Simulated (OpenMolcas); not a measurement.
An OpenMolcas run meant for S4+ (ANO-L-VQZP, non-relativistic; inactive shells 1s 2s 2p; intended active space 2 electrons in 4 orbitals (3s 3p)). One step of its input:

```
&CASPT2
Multistate=1 1
Frozen=1 0
IPEA=-0.1
Imaginary=0.1
MaxIter=60
WThr=0.0 0.3 0.05
PrWF=0.5
NoMix
```

The run finished. Its levels beside those of a sound run (SS-CASPT2, IPEA 0.25 Eh, imaginary shift 0.1 Eh (closed shells correlated: 2s 2p)), in cm⁻¹ above each run's lowest level:

```csv
Level,This run,Usual run
3s² ¹S₀,0.0,0.0
3s 3p ³P°₀,81179,81328
3s 3p ³P°₁,81507,81656
3s 3p ³P°₂,82176,82325
3s 3p ¹P°₁,128071,129132
```

Q: Which setting is unsound, and how much does it matter here?

A: The IPEA shift is negative. Against the sound run the excited levels shown move by 380 cm-1 on average and by 1100 cm-1 at most.

Levels of configurations outside the active space are missing.

° marks odd parity.
